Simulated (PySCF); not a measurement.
Work out the structure from these simulated measurements.

Formula: C8H16.

| Property | Result |
| --- | --- |
| Valence photoelectron | vertical ionisation energy: 9.91 eV [ΔSCF PBE0/def2-SVPD] |
| Triplet | lowest triplet excitation (Tamm–Dancoff): 7.61 eV [TDA PBE0/def2-SVPD] |
| UV, strongest line | among the 10 lowest singlet transitions: S5 at 8.46 eV (147 nm, f = 0.057) [TDDFT PBE0/def2-SVPD] |
| 1H NMR | chemical shifts (computed TMS as zero) by class: 1.40 (4 H), 1.30 (2 H), 1.08 (4 H), 0.87 (6 H) ppm [GIAO PBE0/pcSseg-1] |
| Polarisability | 93.9 au [PBE0/def2-SVPD] |
| Rotational structure | rotational constants A, B, C: 3.005, 1.696, 1.490 GHz [PBE0-D3(BJ)/def2-SVP] |
| 13C NMR | chemical shifts (computed TMS as zero) by class: 41.1 (2 C), 30.3 (2 C), 29.8 (1 C), 28.5 (1 C), 24.4 (2 C) ppm [GIAO PBE0/pcSseg-1] |
| Dipole | 0.13 D [PBE0/def2-SVPD] |
| UV, first state | lowest singlet excitation: 7.77 eV (160 nm, f = 0.009) [TDDFT PBE0/def2-SVPD] |

Electronic properties: PySCF, gas phase, density fitting. Levels stand in brackets. The structure is a single PBE0-D3(BJ)/def2-SVP conformer in the gas phase; no vibrational or solvent corrections. Each NMR value is the plain mean over a class of atoms that symmetry, rotation or inversion makes alike.

Question: Give a SMILES that accounts for the data.

Answer: Numbering: `[CH3:1][C:2]1([CH3:3])[CH2:4][CH2:5][CH2:6][CH2:7][CH2:8]1`. Its formula, C8H16, gives 1 degree of unsaturation: 1 ring and 0 π bonds in the structure found. 8 carbons fall into 5 classes; from least to most shielded: ring CH2 carbon [C4/C8] (41.1 ppm, 2 C), methyl carbon [C1/C3] (30.3 ppm, 2 C, up to 10.5 ppm apart in this geometry), quaternary sp3 carbon [C2] (29.8 ppm), ring CH2 carbon [C6] (28.5 ppm), ring CH2 carbon [C5/C7] (24.4 ppm, 2 C). Hydrogen classes from least to most shielded: 4 H on 2 ring CH2 carbons, C5/C7 (1.40 ppm), 2 H on a ring CH2 carbon, C6 (1.30 ppm, a mean of values up to 0.5 ppm apart in this geometry), 4 H on 2 ring CH2 carbons, C4/C8 (1.08 ppm), 6 H on 2 methyl carbons, C1/C3 (0.87 ppm, a mean of values up to 1.1 ppm apart in this geometry). The first electron is taken from the HOMO, whose largest Löwdin shares are 0.17 on the quaternary sp3 carbon and 0.13 on each of 2 atoms of one kind (ring CH2 carbon). The optimised geometry has point group Cs and is an asymmetric top. Structure: 1,1-dimethylcyclohexane (`CC1(C)CCCCC1`). The assignments are read from this structure; whether some other isomer fits the data as well wasn't checked.
